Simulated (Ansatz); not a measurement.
Species: C$_{2}$H$_{6}$ClIn (charge 0, singlet). 
Geometry from a B3LYP-D3(BJ)/def2-TZVP (Ansatz, a quantum-chemistry and plane-wave program) optimisation:
```
In
C 1 2.1556
H 2 1.0880 1 111.82
H 2 1.0892 3 109.94 1 120.31
H 2 1.0894 3 109.85 4 119.44
C 1 2.1556 2 140.94 3 -1.51
H 6 1.0880 1 111.83 2 -0.39
H 6 1.0893 7 109.89 1 120.28
H 6 1.0893 7 109.88 8 119.43
Cl 1 2.3959 2 109.53 3 178.54
```
Charge 0, spin multiplicity 1.

Parts of the frozen-core correlation energy in def2-QZVPP (Ansatz, hartree). Frozen orbitals: 16; correlated occupied orbitals by spin: 12 and 12; virtual: 418 and 418. No spin-orbit coupling. Past Kr the def2 sets carry scalar-relativistic core potentials.

```
term                            value
-------------------------  ----------
reference (HF)             -728.05456
MP2 opposite-spin                 [?]
MP2 same-spin                -0.14265
CCSD correlation                  [?]
(T)                               [?]
T1 diagnostic                   0.009
largest doubles amplitude       0.023
```

Q: Fill in the missing entries.

A: 
- MP2 opposite-spin, value: -0.52310
- CCSD correlation, value: -0.70785
- (T), value: -0.02977
